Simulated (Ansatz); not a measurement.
The input (input.yaml):

```yaml
crystal:
  periodic: [false, false, false]
  atoms:
    - { symbol: Ge, position_ang: [0.0, 0.0, 0.0] }
    - { symbol: Ge, position_ang: [0.0, 0.0, 2.75] }
    - { symbol: H, position_ang: [-1.3958, -0.4318, 3.2674] }
    - { symbol: H, position_ang: [1.0719, -0.9929, 3.2674] }
    - { symbol: H, position_ang: [0.324, 1.4247, 3.2674] }
    - { symbol: O, position_ang: [1.6691, 0.0, -0.5894] }
    - { symbol: H, position_ang: [1.9855, -0.9521, -0.7061] }
    - { symbol: O, position_ang: [-0.8337, 1.4443, -0.5894] }
    - { symbol: H, position_ang: [-1.7915, 1.2136, -0.8118] }
    - { symbol: O, position_ang: [-0.8337, -1.4443, -0.5894] }
    - { symbol: H, position_ang: [-1.2883, -1.91, 0.183] }
    - { symbol: F, position_ang: [1.0384, 1.566, 0.6243] }
    - { symbol: H, position_ang: [0.8108, 1.2227, 1.7619] }
basis:
  gaussian: { orbitals: def2-SVP }
hamiltonian:
  xc: pbe
relax:
  f_tol: 0.15
  max_steps: 25
  restrain:
    - { distance: [0, 11], at: 1.68, k: 30.0 }
    - { distance: [12, 1], at: 1.55, k: 30.0 }
    - { distance: [0, 1], at: 3.6, k: 30.0 }
    - { distance: [12, 11], at: 2.12, k: 30.0 }
output:
  orbitals: {}
```

Run as:

```bash
$ ansatz run input.yaml --threads 4 --pin off --max-ram 5120MiB --backend cpu --events-out ev --progress --plain --runs-dir out
```

Hardware: 4 threads of Arm Neoverse V2, on a shared host.

Problem. Roughly how long does this run take, and how much memory?

Solution. 54 s, with a peak of 0.25 GiB, for 25 ionic steps.
